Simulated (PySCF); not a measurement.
The dipole of `CC(=O)NC1C[SiH2]C1` from its density and from atomic charges.

Coordinates (GFN2-xTB, Å) and charges (e) from the PBE0/pcSseg-1 density (PySCF):

```csv
atom,x,y,z,Mulliken,IAO,Hirshfeld,ESP-fitted
C1,3.084,-0.721,-0.438,-0.2765,-0.4824,-0.1258,-0.6302
C2,1.671,-1.127,-0.063,+0.3732,+0.4364,+0.1744,+0.8545
O3,1.363,-2.252,0.264,-0.4358,-0.5048,-0.2946,-0.6011
N4,0.786,-0.105,-0.126,-0.4719,-0.3371,-0.1032,-0.8972
C5,-0.612,-0.236,0.185,-0.0693,-0.0030,+0.0236,+0.7136
C6,-1.564,0.159,-0.964,-0.4279,-0.5513,-0.1703,-0.5865
Si7,-2.697,1.085,0.266,+0.6155,+0.7271,+0.3474,+0.5158
C8,-1.118,0.726,1.281,-0.4284,-0.5513,-0.1704,-0.5840
H9,3.103,-0.310,-1.446,+0.1297,+0.1553,+0.0488,+0.1617
H10,3.452,0.031,0.256,+0.1322,+0.1571,+0.0495,+0.1636
H11,3.730,-1.593,-0.395,+0.1431,+0.1720,+0.0537,+0.1750
H12,1.106,0.808,-0.410,+0.1866,+0.2583,+0.1288,+0.3928
H13,-0.757,-1.278,0.477,+0.1435,+0.1700,+0.0448,+0.0058
H14,-1.063,0.816,-1.674,+0.1255,+0.1433,+0.0337,+0.1440
H15,-1.953,-0.686,-1.525,+0.1477,+0.1512,+0.0379,+0.1289
H16,-2.997,2.485,-0.032,-0.0844,-0.1190,-0.0765,-0.1142
H17,-3.884,0.352,0.696,-0.0757,-0.1159,-0.0732,-0.1128
H18,-0.456,1.586,1.378,+0.1254,+0.1430,+0.0337,+0.1422
H19,-1.202,0.270,2.263,+0.1476,+0.1510,+0.0378,+0.1282
```

Q: Form Σ q r in debye for every column and set it beside the full dipole.

A: The full density gives (0.05, 3.63, -0.87) D, 3.73 D in size; dipole vectors point from the negative to the positive end.

| scheme | μx | μy | μz | size (D) | share of the full size (%) | angle to the full dipole (°) |
| --- | --- | --- | --- | --- | --- | --- |
| Mulliken | -1.36 | 3.95 | -0.67 | 4.23 | 113 | 20 |
| IAO | -1.23 | 4.56 | -0.84 | 4.79 | 128 | 16 |
| Hirshfeld | -0.48 | 2.81 | -0.57 | 2.91 | 78 | 10 |
| ESP-fitted | 0.04 | 3.68 | -0.88 | 3.78 | 101 | 0 |

Q: Which set comes closest?

A: Length of the difference vector: ESP-fitted 0.05 D, Hirshfeld 1.01 D, Mulliken 1.45 D, IAO 1.58 D. Closest: ESP-fitted. The schemes that divide the density aren't constrained to reproduce the dipole.

Q: What is left for the Hirshfeld atoms' own dipoles?

A: The shares of the density sum to the whole, so what Σ q r misses lies in dipoles about the nuclei. The atomic dipoles sum to (0.05, 3.63, -0.87) − (-0.48, 2.81, -0.57) = (0.53, 0.82, -0.30) D, 1.01 D in size.

Q: With the origin at the mean of the coordinates, (-0.001, 0.000, 0.000) Å, which are the largest single terms, by size, of the Mulliken dipole along the direction of the full one?

A: O3 +4.68, Si7 +2.83, C2 -1.90, H11 -0.97, H16 -0.97 D; all 19 atoms together +3.98 D. The single terms depend on the origin, their sum doesn't.

Q: Give the size of the full dipole in other units.

A: 3.73 D = 1.469 au = 0.777 e·Å = 12.46 × 10⁻³⁰ C·m.

The structure is a single GFN2-xTB conformer in the gas phase; no vibrational or solvent corrections.

The values belong to the conformer `[CH3:1][C:2](=[O:3])[NH:4][CH:5]1[CH2:6][SiH2:7][CH2:8]1`: C1–C2–N4–C5 180°, C2–N4–C5–C6 -122°.
